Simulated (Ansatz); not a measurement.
Relaxation of Cl2H3InO2 (8 atoms, charge 0, multiplicity 1), to a largest force component of 0.03 eV/Å in at most 50 steps.

Method: RKS CAM-B3LYP-D4/def2-SVP (Ansatz).

```xyz
8
Properties=species:S:1:pos:R:3
In 0.113 0.567 -0.483
O 0.015 0.001 2.633
H -0.937 -0.084 2.784
Cl 1.964 -0.443 -1.450
O -1.750 -0.060 -0.660
H -1.834 -0.903 -1.126
Cl 0.404 2.663 0.674
H 0.159 0.976 2.600
```

Question: Where does it end, and by what steps?

Answer: It converged. After 14 steps the energy has fallen by 0.691 eV; H3 moved furthest, 1.03 Å. Joined: In1–O2 (3.17 → 2.28 Å).

```csv
step,energy less start (eV),largest force component (eV/Å),accepted
0,0.0000,1.006,yes
1,-0.1941,1.247,yes
2,-0.4277,1.328,yes
3,-0.5289,0.989,yes
4,-0.5861,0.885,yes
5,-0.6115,0.321,yes
6,-0.6232,0.270,yes
7,-0.6366,0.507,yes
8,-0.6511,0.529,yes
9,-0.6670,0.708,yes
10,-0.6793,0.450,yes
11,-0.6894,0.162,yes
12,-0.6807,0.316,no
13,-0.6910,0.038,yes
14,-0.6911,0.021,yes
```

```xyz
8
Properties=species:S:1:pos:R:3
In 0.269 0.681 -0.084
O -0.024 -0.004 2.069
H -0.917 -0.314 1.777
Cl 1.972 -0.503 -1.144
O -1.575 -0.126 0.050
H -1.886 -0.692 -0.666
Cl 0.453 2.986 0.239
H -0.158 0.691 2.730
```

Whether the end is a true minimum wasn't checked by a vibrational analysis.

The run took 16 s on 4 threads of AMD EPYC 9R45 96-Core Processor (Zen 5), with other jobs on the host, peak memory 0.33 GiB.
